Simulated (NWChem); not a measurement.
Molecule: C4H3FS; SMILES c1sc(cc1)F

```xyz
9

F     -0.0725    -2.1372     0.0000
C     -0.2154    -0.8101     0.0000
C     -1.3793    -0.1061     0.0000
C     -1.1253     1.3043     0.0000
C      0.2029     1.6193     0.0000
S      1.2101     0.1945     0.0000
H     -2.3581    -0.5696     0.0000
H     -1.9117     2.0510     0.0000
H      0.6638     2.5974     0.0000
```
Atoms are numbered in this order, from 1.

All runs use the structure optimised with B3LYP/6-31G* (spherical d).

Symmetry labels are those of Cs in the frame above (b1 and b2, or b-type labels, depend on it).

Question: List the 4 lowest vertical singlet excitations from Hartree-Fock/6-31G* (spherical d), CIS (NWChem).

Answer: 
| state | energy (eV) | oscillator strength | symmetry | leading excitation (squared amplitude) |
|---|---|---|---|---|
| S1 | 6.34 | 0.113 | a' | HOMO → LUMO (0.89) |
| S2 | 6.66 | 0.000 | a" | HOMO−1 → LUMO+1 (0.67) |
| S3 | 6.96 | 0.001 | a" | HOMO → LUMO+1 (0.71) |
| S4 | 7.36 | 0.152 | a' | HOMO−1 → LUMO (0.84) |
